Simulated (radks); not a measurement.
Question: The argon ion Ar12+ is in [He] 2s2 2p2. Method: scalar-relativistic Kohn-Sham, PBE, spin-polarised, spherical densities, finite nucleus; Fermi nuclear charge, rms radius of each element as measured or else 0.836 A^(1/3) + 0.57 fm; computed with a radial shooting solver on a logarithmic mesh with Libxc functionals. Open shells are filled with parallel spins first. One electron is removed from 1s, 2s, 2p in turn, with full relaxation. Which removal costs least, and what does each cost?

Answer: 2p 687.31 eV; 2s 714.04 eV; 1s 3730.7 eV. The 2p electron leaves first.
